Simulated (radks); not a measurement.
Results of a calculation; reference values are marked as such.
Neutral chromium, configuration [Ar] 3d5 4d1 (not the ground configuration).

Code: a radial shooting solver on a logarithmic mesh with Libxc functionals. Model: non-relativistic Kohn-Sham, B86b exchange with PBE correlation, spin-polarised, spherical densities, point nucleus; open shells are filled with parallel spins first.

Energy parts (hartree):
part                       energy
total                 -1044.28940
kinetic                1043.42466
electron-nucleus      -2478.56685
Hartree                 439.56743
exchange-correlation    -48.71464

Orbitals (lengths in bohr, moments of r in powers of bohr; <r^-3> diverges for s and p1/2; r(max) is where P^2 peaks):
| orbital | occ. | eigenvalue (hartree) | r(max) | <r^-3> | <r^4> | <r^2> |
|---|---|---|---|---|---|---|
| 1s down | 1 | -214.5542 | 0.04224 | - | 0.00007802 | 0.005525 |
| 1s up | 1 | -214.5532 | 0.04224 | - | 0.00007802 | 0.005525 |
| 2s up | 1 | -24.30067 | 0.2461 | - | 0.01878 | 0.1036 |
| 2s down | 1 | -24.23983 | 0.2459 | - | 0.01863 | 0.1032 |
| 2p up | 3 | -20.66104 | 0.1988 | 350.5 | 0.01439 | 0.08392 |
| 2p down | 3 | -20.61536 | 0.1986 | 351.7 | 0.01423 | 0.08352 |
| 3s up | 1 | -2.85057 | 0.7844 | - | 1.509 | 0.9607 |
| 3s down | 1 | -2.68512 | 0.7847 | - | 1.527 | 0.9645 |
| 3p up | 3 | -1.84452 | 0.8020 | 41.19 | 2.212 | 1.115 |
| 3p down | 3 | -1.68078 | 0.8024 | 40.80 | 2.276 | 1.126 |
| 3d up | 5 | -0.29238 | 0.8385 | 2.996 | 19.06 | 2.572 |
| 4d up | 1 | -0.02950 | 9.182 | 0.03575 | 19790 | 113.6 |

The highest occupied level is 4d up at -0.803 eV. Spin moment in Bohr magnetons: 6. The electron density at the nucleus is 9325 e/bohr^3.
